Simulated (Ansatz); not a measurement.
Calculated with Ansatz (gas phase, PBE0-D4/def2-TZVP geometries, no zero-point term in ΔE). CCSD(T)/CBS adds triple-zeta CCSD(T) − MP2 to the extrapolated MP2 energy (def2 sets, frozen cores). Functionals use def2-TZVPP. B3LYP here is the variant with VWN-RPA as its local correlation; programs differ in this. For Se outer-core shells are correlated without core-valence functions, which leaves a few kJ/mol of doubt a bond. Scalar relativity is left out up to krypton. Each species was taken in one conformer, which may not be the lowest.

`C[SiH2]C1=C[SiH2]1` + `C[Se][Se][SiH3]` → `C[SiH2][Se][Se]C` + `[SiH3]C1=C[SiH2]1`  (redistribution)

```
             level  ΔE (kJ/mol)
           PBE0-D4         -5.0
          B3LYP-D4         -5.2
            B2PLYP         -4.1
            r2SCAN         -4.2
              PBE0         -3.9
   CCSD/def2-TZVPP         -4.4
CCSD(T)/def2-TZVPP         -4.8
     MP2/CBS(def2)         -5.8
```

What does CCSD(T)/CBS give? (Estimate.)

The calculation gave: -4.9 kJ/mol. The listed levels differ from it by -0.1, -0.3, 0.8, 0.7, 1.0, 0.5, 0.1, -0.9 kJ/mol.

Largest T1 diagnostic among the species: 0.013.
